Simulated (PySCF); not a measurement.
Predicted microwave data (PBE0-D3(BJ)/def2-SVP geometry optimisation, gas phase, def2 core potentials past Kr in PySCF 2.14.0) for one isomer of C3H11NSn:

| Property | Result |
| --- | --- |
| Rotational constants | A = 4251, B = 1630, C = 1591 MHz |
| Dipole components | \|μa\| = 0.61 D, \|μb\| = 0.93 D, \|μc\| = 0.08 D |
| Inertial defect | -111.37 u·Å² |
| κ | -0.97 |

Task: Which structure is it? (One computed conformer of each.)
A. SnH2Me(NMe2), `[CH3][SnH2][N](C)C`
B. SnHMe2(NHMe), `[H][Sn]([CH3])([CH3])[NH]C`
C. `[SnH3][NH]C(C)C` (SnH3(NHiPr))
D. Sn(NH2)Me3, `[CH3][Sn]([NH2])([CH3])[CH3]`

Result: A. It is [H][Sn]([H])([CH3])[N](C)C. The candidates at the same level (rigid rotor, commonest isotopes):

```tsv
SMILES	A (MHz)	B (MHz)	C (MHz)	μa (D)	μb (D)	μc (D)	Δ (u·Å²)	point group	rotor
[H][Sn]([CH3])([CH3])[NH]C	3785	2022	1533	0.63	0.56	1.03	-53.79	C1	asymmetric top
[H][Sn]([H])([CH3])[N](C)C	4251	1630	1591	0.61	0.93	0.08	-111.37	–	–
[CH3][Sn]([CH3])([CH3])[NH2]	2519	2505	2370	1.20	0.25	0.09	-189.17	near Cs	–
[H][Sn]([H])([H])[NH]C(C)C	5561	1285	1204	0.50	0.54	0.25	-64.40	C1	near-prolate asymmetric top
```

`[H][Sn]([H])([H])[NH]C(C)C` has A 31 % too high; `[H][Sn]([CH3])([CH3])[NH]C` has B 24 % too high; `[CH3][Sn]([CH3])([CH3])[NH2]` has B 54 % too high. No structure here is proved a minimum.
